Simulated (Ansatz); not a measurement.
Born–Oppenheimer molecular dynamics of a periodic cell of 20 atoms, LiHF₂ (contents 5 LiF + 5 HF, density as packed 1.27 g/cm³ with natural masses). It starts from a partly relaxed structure (largest force component 0.50 eV/Å).

Method: DFT PBE-D3(BJ), scalar-relativistic, plane waves, PAW in Ansatz 0.2.0. Settings: accuracy low, cutoff 420 eV, k mesh 1x1x1, fermi-dirac smearing 0.05 eV, no spin polarisation.

```
ensemble        : NVT, Langevin thermostat
time step       : 0.5 fs
steps asked     : 300
set temperature : 700 K
friction        : 0.02 /fs
masses          : H 2.014 u
seed            : 838197
```

Frames 1 fs apart, positions in Å, forces in eV/Å.

Velocities at 90.0 fs (Å/ps):

```
Li 3.40 10.22 4.03
F -3.09 -10.27 -5.18
Li -1.45 -3.80 -5.04
F 8.65 2.84 3.36
Li -2.27 -15.52 -10.84
F 7.62 -3.23 8.50
Li -5.70 -14.05 3.22
F 2.43 7.66 -0.52
Li -1.67 0.14 0.60
F -13.01 -5.83 -4.32
F 4.65 -2.67 -0.38
H -3.80 -14.29 -4.96
F -5.51 5.24 -3.28
H 4.32 28.12 -6.03
F 4.53 7.24 4.33
H -31.94 5.64 13.94
F -6.12 4.20 -7.83
H 4.11 11.42 -0.78
F 0.28 6.10 5.35
H 4.15 2.06 30.59
```

```xyz
20
Lattice="6.6943 0.0000 0.0000 0.0000 6.6943 0.0000 0.0000 0.0000 6.6943" Properties=species:S:1:pos:R:3:forces:R:3 time_fs=90.0 energy_less_start_eV=1.050 T=642
Li 2.152 5.320 2.353 0.43 0.12 0.00
F 2.843 3.833 3.041 0.19 -0.34 0.75
Li 5.530 0.992 0.469 -0.28 0.32 0.25
F 4.535 2.801 0.740 -0.76 -2.10 -0.57
Li 3.675 3.316 4.621 -0.27 0.71 -0.85
F 3.987 5.272 5.135 1.65 -0.20 -0.56
Li 0.210 -0.269 4.418 0.22 0.30 -0.23
F 0.080 1.367 5.869 -0.56 -0.74 -0.26
Li 2.279 5.505 5.349 -0.14 0.50 -0.06
F 1.907 6.483 3.698 -0.87 -0.15 0.78
F 1.895 1.995 0.337 1.09 -0.74 -0.28
H 1.045 1.576 -0.312 -0.62 0.73 -0.12
F 7.269 5.046 5.825 -0.53 -0.07 -0.51
H 6.454 4.678 6.684 0.62 0.54 0.23
F 5.910 4.603 0.925 0.27 0.55 -0.11
H 5.039 3.625 0.862 0.63 0.81 0.19
F 5.238 6.586 3.388 -0.22 -1.63 2.13
H 4.795 5.880 4.186 -0.72 1.10 -1.13
F 2.410 -0.272 0.785 0.43 1.38 -1.00
H 2.371 0.933 0.450 -0.56 -1.09 1.36
20
Lattice="6.6943 0.0000 0.0000 0.0000 6.6943 0.0000 0.0000 0.0000 6.6943" Properties=species:S:1:pos:R:3:forces:R:3 time_fs=91.0 energy_less_start_eV=0.997 T=644
Li 2.155 5.330 2.359 0.43 0.03 -0.04
F 2.840 3.823 3.035 0.19 -0.28 0.74
Li 5.529 0.985 0.464 -0.27 0.33 0.26
F 4.543 2.802 0.743 -0.91 -2.31 -0.58
Li 3.673 3.301 4.610 -0.27 0.73 -0.83
F 3.995 5.267 5.143 1.54 -0.16 -0.58
Li 0.205 -0.283 4.420 0.21 0.31 -0.25
F 0.082 1.375 5.869 -0.63 -0.79 -0.31
Li 2.279 5.507 5.348 -0.07 0.48 -0.06
F 1.894 6.478 3.694 -0.83 -0.12 0.83
F 1.899 1.992 0.337 1.03 -0.71 -0.26
H 1.040 1.564 -0.319 -0.47 0.79 -0.03
F 7.264 5.051 5.820 -0.51 -0.02 -0.52
H 6.457 4.706 6.678 0.53 0.40 0.36
F 5.915 4.611 0.930 0.27 0.62 -0.18
H 5.010 3.636 0.878 0.85 1.03 0.18
F 5.232 6.590 3.382 -0.22 -1.60 2.17
H 4.799 5.896 4.182 -0.73 1.04 -1.17
F 2.410 -0.266 0.790 0.46 1.30 -0.89
H 2.376 0.932 0.484 -0.61 -1.05 1.18
20
Lattice="6.6943 0.0000 0.0000 0.0000 6.6943 0.0000 0.0000 0.0000 6.6943" Properties=species:S:1:pos:R:3:forces:R:3 time_fs=92.0 energy_less_start_eV=0.912 T=735
Li 2.157 5.339 2.366 0.45 -0.08 -0.09
F 2.838 3.813 3.029 0.18 -0.22 0.73
Li 5.526 0.979 0.459 -0.27 0.36 0.27
F 4.550 2.803 0.742 -0.77 -2.06 -0.53
Li 3.668 3.287 4.596 -0.27 0.75 -0.79
F 4.003 5.261 5.151 1.41 -0.12 -0.59
Li 0.202 -0.296 4.420 0.20 0.31 -0.26
F 0.082 1.382 5.868 -0.76 -0.85 -0.40
Li 2.280 5.513 5.348 -0.01 0.44 -0.05
F 1.880 6.473 3.690 -0.79 -0.09 0.87
F 1.904 1.988 0.339 0.94 -0.71 -0.26
H 1.028 1.552 -0.330 -0.20 0.85 0.12
F 7.259 5.056 5.815 -0.49 0.04 -0.50
H 6.462 4.735 6.676 0.46 0.25 0.40
F 5.919 4.619 0.933 0.24 0.70 -0.17
H 4.986 3.657 0.897 0.80 0.77 0.09
F 5.226 6.593 3.377 -0.20 -1.52 2.15
H 4.801 5.918 4.174 -0.72 0.93 -1.17
F 2.409 -0.261 0.793 0.48 1.18 -0.77
H 2.380 0.927 0.521 -0.68 -0.95 0.96
20
Lattice="6.6943 0.0000 0.0000 0.0000 6.6943 0.0000 0.0000 0.0000 6.6943" Properties=species:S:1:pos:R:3:forces:R:3 time_fs=93.0 energy_less_start_eV=0.801 T=767
Li 2.160 5.347 2.369 0.45 -0.17 -0.11
F 2.835 3.804 3.023 0.18 -0.16 0.70
Li 5.520 0.973 0.454 -0.28 0.40 0.28
F 4.557 2.804 0.741 -0.50 -1.50 -0.40
Li 3.666 3.271 4.580 -0.27 0.78 -0.74
F 4.013 5.253 5.158 1.22 -0.08 -0.57
Li 0.198 -0.309 4.418 0.18 0.31 -0.26
F 0.083 1.388 5.869 -0.96 -0.90 -0.52
Li 2.279 5.521 5.348 0.09 0.39 -0.05
F 1.865 6.469 3.687 -0.75 -0.07 0.89
F 1.911 1.984 0.341 0.83 -0.67 -0.25
H 1.015 1.546 -0.340 0.13 0.91 0.30
F 7.252 5.061 5.809 -0.46 0.10 -0.46
H 6.468 4.764 6.679 0.41 0.10 0.36
F 5.924 4.626 0.938 0.20 0.77 -0.11
H 4.972 3.683 0.917 0.62 0.21 -0.09
F 5.219 6.595 3.375 -0.17 -1.37 2.02
H 4.800 5.943 4.159 -0.70 0.76 -1.08
F 2.409 -0.253 0.796 0.49 0.99 -0.62
H 2.379 0.916 0.563 -0.71 -0.82 0.72
20
Lattice="6.6943 0.0000 0.0000 0.0000 6.6943 0.0000 0.0000 0.0000 6.6943" Properties=species:S:1:pos:R:3:forces:R:3 time_fs=94.0 energy_less_start_eV=0.715 T=801
Li 2.165 5.354 2.369 0.45 -0.25 -0.11
F 2.830 3.794 3.019 0.17 -0.09 0.68
Li 5.516 0.968 0.448 -0.29 0.45 0.28
F 4.563 2.805 0.740 -0.27 -0.95 -0.24
Li 3.662 3.253 4.566 -0.26 0.81 -0.69
F 4.024 5.246 5.164 1.03 -0.06 -0.54
Li 0.195 -0.325 4.416 0.16 0.32 -0.26
F 0.084 1.397 5.869 -1.12 -0.94 -0.62
Li 2.280 5.526 5.349 0.17 0.35 -0.06
F 1.851 6.468 3.684 -0.69 -0.06 0.88
F 1.918 1.979 0.343 0.69 -0.59 -0.23
H 1.006 1.544 -0.346 0.39 0.95 0.43
F 7.245 5.066 5.806 -0.39 0.16 -0.43
H 6.479 4.792 6.685 0.34 -0.04 0.30
F 5.930 4.634 0.942 0.13 0.81 0.01
H 4.960 3.708 0.941 0.48 -0.34 -0.30
F 5.212 6.596 3.375 -0.08 -1.14 1.78
H 4.798 5.970 4.142 -0.72 0.54 -0.90
F 2.409 -0.243 0.800 0.48 0.74 -0.45
H 2.370 0.902 0.607 -0.66 -0.67 0.47
20
Lattice="6.6943 0.0000 0.0000 0.0000 6.6943 0.0000 0.0000 0.0000 6.6943" Properties=species:S:1:pos:R:3:forces:R:3 time_fs=95.0 energy_less_start_eV=0.665 T=766
Li 2.169 5.364 2.369 0.45 -0.34 -0.09
F 2.829 3.785 3.014 0.15 -0.02 0.64
Li 5.512 0.962 0.442 -0.29 0.49 0.27
F 4.569 2.805 0.740 -0.07 -0.42 -0.06
Li 3.662 3.237 4.549 -0.25 0.83 -0.63
F 4.034 5.239 5.171 0.84 -0.02 -0.52
Li 0.192 -0.340 4.417 0.11 0.33 -0.25
F 0.083 1.404 5.869 -1.18 -0.97 -0.65
Li 2.280 5.532 5.351 0.25 0.31 -0.07
F 1.835 6.467 3.682 -0.63 -0.07 0.87
F 1.925 1.976 0.345 0.51 -0.51 -0.24
H 1.002 1.543 -0.349 0.56 0.99 0.52
F 7.237 5.069 5.801 -0.30 0.22 -0.42
H 6.490 4.823 6.689 0.27 -0.19 0.23
F 5.937 4.641 0.944 0.05 0.85 0.15
H 4.951 3.730 0.967 0.38 -0.85 -0.53
F 5.205 6.597 3.374 0.03 -0.84 1.46
H 4.791 5.999 4.125 -0.76 0.24 -0.64
F 2.409 -0.232 0.802 0.47 0.42 -0.29
H 2.357 0.885 0.648 -0.58 -0.46 0.25
20
Lattice="6.6943 0.0000 0.0000 0.0000 6.6943 0.0000 0.0000 0.0000 6.6943" Properties=species:S:1:pos:R:3:forces:R:3 time_fs=96.0 energy_less_start_eV=0.646 T=773
Li 2.175 5.374 2.370 0.44 -0.42 -0.06
F 2.829 3.777 3.008 0.14 0.05 0.60
Li 5.508 0.956 0.435 -0.29 0.54 0.25
F 4.574 2.804 0.739 0.07 0.01 0.09
Li 3.661 3.223 4.532 -0.24 0.85 -0.57
F 4.044 5.231 5.177 0.65 0.00 -0.48
Li 0.190 -0.356 4.418 0.05 0.35 -0.24
F 0.080 1.410 5.867 -1.15 -0.98 -0.63
Li 2.280 5.536 5.353 0.31 0.27 -0.08
F 1.819 6.467 3.682 -0.55 -0.08 0.83
F 1.933 1.973 0.345 0.31 -0.41 -0.27
H 1.002 1.548 -0.348 0.63 1.01 0.56
F 7.230 5.072 5.797 -0.21 0.27 -0.41
H 6.500 4.851 6.694 0.21 -0.33 0.17
F 5.946 4.649 0.945 -0.04 0.87 0.28
H 4.942 3.749 0.985 0.33 -1.25 -0.71
F 5.199 6.599 3.376 0.23 -0.46 1.00
H 4.784 6.029 4.109 -0.88 -0.13 -0.25
F 2.407 -0.222 0.804 0.46 -0.01 -0.12
H 2.341 0.861 0.690 -0.48 -0.16 0.03
20
Lattice="6.6943 0.0000 0.0000 0.0000 6.6943 0.0000 0.0000 0.0000 6.6943" Properties=species:S:1:pos:R:3:forces:R:3 time_fs=97.0 energy_less_start_eV=0.655 T=759
Li 2.182 5.384 2.374 0.43 -0.51 -0.05
F 2.828 3.769 3.000 0.12 0.12 0.56
Li 5.505 0.952 0.429 -0.27 0.57 0.22
F 4.579 2.804 0.738 0.15 0.29 0.19
Li 3.659 3.211 4.510 -0.22 0.85 -0.51
F 4.053 5.223 5.183 0.49 0.02 -0.46
Li 0.189 -0.373 4.417 -0.02 0.38 -0.22
F 0.079 1.415 5.864 -1.11 -0.97 -0.58
Li 2.281 5.540 5.354 0.36 0.23 -0.08
F 1.804 6.468 3.684 -0.46 -0.08 0.78
F 1.939 1.971 0.344 0.11 -0.28 -0.31
H 1.004 1.563 -0.347 0.69 1.00 0.59
F 7.222 5.076 5.792 -0.09 0.31 -0.41
H 6.513 4.877 6.698 0.13 -0.44 0.15
F 5.954 4.657 0.947 -0.11 0.88 0.37
H 4.937 3.763 0.993 0.32 -1.50 -0.82
F 5.192 6.602 3.378 0.45 -0.08 0.51
H 4.776 6.054 4.092 -1.05 -0.50 0.19
F 2.404 -0.212 0.804 0.47 -0.65 0.07
H 2.325 0.832 0.733 -0.41 0.34 -0.18
20
Lattice="6.6943 0.0000 0.0000 0.0000 6.6943 0.0000 0.0000 0.0000 6.6943" Properties=species:S:1:pos:R:3:forces:R:3 time_fs=98.0 energy_less_start_eV=0.694 T=723
Li 2.189 5.393 2.379 0.42 -0.58 -0.05
F 2.828 3.763 2.995 0.10 0.19 0.52
Li 5.501 0.950 0.424 -0.25 0.60 0.18
F 4.584 2.802 0.738 0.21 0.48 0.27
Li 3.657 3.201 4.489 -0.20 0.84 -0.44
F 4.062 5.214 5.189 0.34 0.04 -0.45
Li 0.186 -0.389 4.415 -0.09 0.41 -0.20
F 0.077 1.420 5.861 -1.01 -0.95 -0.50
Li 2.285 5.545 5.355 0.38 0.20 -0.09
F 1.791 6.468 3.686 -0.37 -0.09 0.74
F 1.946 1.968 0.343 -0.10 -0.13 -0.36
H 1.008 1.581 -0.343 0.69 0.95 0.59
F 7.213 5.078 5.787 0.03 0.34 -0.43
H 6.526 4.900 6.699 0.04 -0.54 0.15
F 5.963 4.665 0.949 -0.16 0.88 0.43
H 4.935 3.770 0.997 0.33 -1.64 -0.89
F 5.184 6.606 3.379 0.70 0.31 -0.01
H 4.765 6.074 4.073 -1.23 -0.86 0.66
F 2.400 -0.203 0.803 0.51 -1.47 0.22
H 2.303 0.802 0.774 -0.35 1.02 -0.34
20
Lattice="6.6943 0.0000 0.0000 0.0000 6.6943 0.0000 0.0000 0.0000 6.6943" Properties=species:S:1:pos:R:3:forces:R:3 time_fs=99.0 energy_less_start_eV=0.718 T=766
Li 2.198 5.400 2.383 0.39 -0.64 -0.04
F 2.829 3.757 2.989 0.08 0.24 0.47
Li 5.496 0.950 0.419 -0.21 0.61 0.14
F 4.592 2.801 0.740 0.21 0.50 0.30
Li 3.656 3.193 4.469 -0.17 0.83 -0.38
F 4.071 5.206 5.195 0.22 0.06 -0.47
Li 0.184 -0.404 4.414 -0.17 0.44 -0.18
F 0.076 1.421 5.855 -0.83 -0.89 -0.36
Li 2.292 5.550 5.357 0.36 0.18 -0.09
F 1.777 6.468 3.689 -0.27 -0.09 0.68
F 1.954 1.966 0.343 -0.30 0.02 -0.41
H 1.017 1.603 -0.337 0.60 0.87 0.54
F 7.204 5.080 5.780 0.16 0.35 -0.43
H 6.539 4.919 6.702 -0.05 -0.61 0.17
F 5.971 4.676 0.951 -0.18 0.86 0.46
H 4.937 3.764 1.002 0.36 -1.60 -0.91
F 5.179 6.610 3.379 0.88 0.59 -0.39
H 4.748 6.087 4.053 -1.35 -1.13 1.03
F 2.396 -0.196 0.801 0.57 -2.20 0.30
H 2.276 0.781 0.816 -0.32 1.61 -0.43
20
Lattice="6.6943 0.0000 0.0000 0.0000 6.6943 0.0000 0.0000 0.0000 6.6943" Properties=species:S:1:pos:R:3:forces:R:3 time_fs=100.0 energy_less_start_eV=0.696 T=786
Li 2.209 5.406 2.389 0.36 -0.66 -0.05
F 2.828 3.751 2.983 0.07 0.28 0.43
Li 5.493 0.950 0.413 -0.17 0.58 0.10
F 4.601 2.799 0.741 0.15 0.32 0.27
Li 3.657 3.188 4.448 -0.14 0.82 -0.33
F 4.080 5.198 5.202 0.12 0.07 -0.52
Li 0.182 -0.416 4.412 -0.26 0.46 -0.15
F 0.074 1.420 5.848 -0.61 -0.79 -0.20
Li 2.300 5.555 5.356 0.32 0.17 -0.07
F 1.763 6.467 3.693 -0.14 -0.10 0.60
F 1.961 1.963 0.343 -0.48 0.19 -0.45
H 1.029 1.630 -0.333 0.46 0.73 0.47
F 7.196 5.082 5.774 0.31 0.34 -0.48
H 6.556 4.931 6.705 -0.16 -0.63 0.22
F 5.980 4.691 0.954 -0.17 0.82 0.47
H 4.940 3.747 1.002 0.42 -1.34 -0.83
F 5.175 6.615 3.378 0.91 0.67 -0.51
H 4.727 6.093 4.036 -1.32 -1.20 1.16
F 2.393 -0.190 0.798 0.60 -2.54 0.36
H 2.243 0.771 0.854 -0.27 1.82 -0.49
```

Of the whole run (150 fs, mean temperature of the second half 793 K): The mean temperature of the second half is 13 % above the set value. A run of 0.15 ps of so small a system gives no equilibrium averages. Limits of this set-up: coarse k mesh, low accuracy level.

Time of the run: 3.9 min on 1 thread of Intel(R) Xeon(R) 6975P-C (Granite Rapids), on a shared host, peak memory 0.45 GiB.
